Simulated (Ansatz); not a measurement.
EuCl₃, relaxed as a septet with UKS PBE-D4/def2-SVP in Ansatz, starting from the GFN2-xTB geometry. Force threshold 0.02 eV/Å.

In the def2 sets Eu takes a core potential; there is no spin–orbit coupling. With an open 4f shell the SCF may have ended on a state above the lowest. The charge 0 septet is spin-contaminated (final ⟨S²⟩ up to 12.43, 12.00 for a pure state).

Start:

| atom | x (Å) | y (Å) | z (Å) |
| --- | --- | --- | --- |
| Eu1 | -0.061 | 0.355 | 0.781 |
| Cl2 | -1.465 | 1.226 | -0.986 |
| Cl3 | -0.556 | -2.003 | 0.548 |
| Cl4 | 2.082 | 0.422 | -0.343 |

| step | energy (eV) | largest force component (eV/Å) | SCF passes |
| --- | --- | --- | --- |
| 1 | -56877.5514 | 1.662 | 108 |
| 2 | -56877.8848 | 0.726 | 64 |
| 3 | -56877.9905 | 0.548 | 152 |
| 4 | -56878.0589 | 0.217 | 42 |
| 5 | -56878.0881 | 0.080 | 42 |
| 6 | -56878.0976 | 0.016 | 44 |
| 7 | -56878.0983 | 0.016 | 33 |

Force components are those of the run's own axes.

End:

```csv
atom,x (Å),y (Å),z (Å)
Eu1,-0.0014,-0.0002,0.0000
Cl2,-1.7931,1.6281,-0.8776
Cl3,-0.6934,-2.2793,0.9787
Cl4,2.4879,0.6513,-0.1011
```

By distances, no bond broke or formed. The bond that changes most is Eu1–Cl2, from 2.42 to 2.58 Å (atoms count from 1).

The force fell under the threshold at step 6, but the optimiser went on. No frequencies were taken in this run, so the end may be a saddle point.

Hardware: 4 threads of AMD EPYC 7R43 on a shared host. Wall time 29 s.
